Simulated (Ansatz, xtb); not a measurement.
# Two structures of C3H5BF2O2

Structure I: `O=C(O)CCB(F)F`, a singlet. Structure II: a singlet given by its coordinates. Both are isolated molecules in the gas phase, relaxed with PBE-D3(BJ)/def2-SVP; the shapes shown needn't be the lowest conformers.

I (Å):

```xyz
13

C     0.0398   -1.5305   -1.4078
C    -0.7459   -0.5256   -0.5890
C     0.1357    0.4200    0.2400
B     1.1882    1.1909   -0.6451
F     2.4518    1.3768   -0.2575
F     0.8117    1.8200   -1.7645
O    -0.3477   -2.6107   -1.7962
O     1.2869   -1.0476   -1.7030
H     1.7310   -1.7168   -2.2675
H    -1.4718   -1.0980    0.0209
H    -1.3503    0.0540   -1.3219
H     0.6539   -0.1332    1.0492
H    -0.5076    1.1768    0.7410
```

II (Å):

```tsv
atom	x (Å)	y (Å)	z (Å)
C	1.5901	-0.2508	1.1144
C	1.0558	1.0759	0.6577
C	0.6467	1.8090	1.9423
B	0.2033	0.6712	2.9934
F	0.6221	0.7393	4.2801
F	-1.0065	0.0719	2.8050
O	1.3368	-0.6538	2.2595
O	2.3108	-0.9658	0.2591
H	2.5492	-1.8078	0.7087
H	0.1770	0.8476	0.0132
H	1.7910	1.5863	0.0023
H	-0.1728	2.5297	1.7536
H	1.5074	2.3820	2.3432
```

Close contacts (Å): C1–C2 1.50, C1–O7 1.24, C1–O8 1.33, C2–C3 1.53, C3–B4 1.61, B4–F5 1.35, B4–F6 1.36, B4–O7 1.89, C2–H10 1.11, C2–H11 1.11, C3–H12 1.11, C3–H13 1.11, O8–H9 0.98.

**Question.** Which of the two would you expect CCSD(T)/def2-SVP + ΔMP2/def2-TZVPP electronic energies to favour?

**Answer.** Structure II; the calculation gives E(II) − E(I) = −3.1 kcal/mol.

Level by level:

```tsv
level	geometry	E(II) − E(I) (kcal/mol)	departure from the last row (kcal/mol)	job, with rough time for the two
PBE-D3(BJ)/def2-SVP	PBE-D3(BJ)/def2-SVP	−4.6	−1.5	optimisation, 96 s
HF/def2-SVP	PBE-D3(BJ)/def2-SVP	−1.5	+1.6	part of the CCSD(T) run
MP2/def2-SVP	PBE-D3(BJ)/def2-SVP	−2.5	+0.6	part of the CCSD(T) run
CCSD(T)/def2-SVP	PBE-D3(BJ)/def2-SVP	−2.6	+0.6	single point
CCSD(T)/def2-SVP + ΔMP2/def2-TZVPP	PBE-D3(BJ)/def2-SVP	−3.1		single point, 2.2 min
```

The levels shown agree on the order. The largest departure from CCSD(T)/def2-SVP + ΔMP2/def2-TZVPP is that of HF/def2-SVP, 1.6 kcal/mol. Levels run at GFN2-xTB geometries aren't shown. The last row adds to CCSD(T) the change of the MP2 difference between the two basis sets, here −0.6 kcal/mol.

With thermal terms from frequencies at re-optimised GFN2-xTB minima (ideal gas, soft modes damped towards free rotors, one conformer each, 298.15 K, 1 atm): the zero-point term adds +0.4 kcal/mol; ΔH is −3.0 and ΔG −2.2 kcal/mol.

The correlated steps freeze 8 core orbitals. Codes used: Ansatz 0.2.0, xtb 6.7.1; the last row on 2 threads of Intel(R) Xeon(R) Processor @ 2.70GHz on a shared host.
